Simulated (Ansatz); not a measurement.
CH7BOSi2 (`OB[SiH]1C[SiH2]1`), relaxed with RKS PBE0-D4/def2-TZVP in Ansatz from a PBE-D4/def2-SVP geometry. The force threshold is 0.005 eV/Å; the program also tests the step.

Total charge 0; spin multiplicity 1.

Start:

```xyz
12

O    -0.502   -2.229   -0.503
B     0.298   -1.431   -1.267
Si    0.830    0.328   -0.480
C     0.415    0.604    1.390
Si   -0.922    1.529    0.405
H    -0.775   -3.042   -0.969
H     0.622   -1.773   -2.397
H     1.991    1.117   -1.011
H     0.116   -0.309    1.937
H     1.122    1.223    1.972
H    -0.888    3.025    0.492
H    -2.308    0.958    0.432
```

| step | energy (eV) | largest force (eV/Å) | largest move (Å) |
| --- | --- | --- | --- |
| 1 | -19620.6667 | 0.721 | 0.000 |
| 2 | -19620.7086 | 0.250 | 0.031 |
| 3 | -19620.7114 | 0.169 | 0.036 |
| 4 (rejected) | -19620.7095 | 0.140 | 0.054 |
| 5 | -19620.7142 | 0.036 | 0.020 |
| 6 | -19620.7145 | 0.020 | 0.009 |
| 7 | -19620.7146 | 0.010 | 0.008 |
| 8 | -19620.7147 | 0.010 | 0.018 |
| 9 | -19620.7147 | 0.009 | 0.006 |
| 10 | -19620.7148 | 0.005 | 0.004 |

End:

```xyz
12

O    -0.450   -2.278   -0.517
B     0.295   -1.434   -1.270
Si    0.781    0.331   -0.470
C     0.395    0.608    1.380
Si   -0.914    1.551    0.412
H    -0.701   -3.085   -0.976
H     0.594   -1.739   -2.395
H     1.956    1.071   -0.994
H     0.079   -0.279    1.924
H     1.110    1.200    1.946
H    -0.847    3.029    0.493
H    -2.299    1.026    0.466
```

It took 22 s on 4 threads of an Intel Xeon 6975P-C on a shared host, with 0.6 GiB of host memory at the peak.
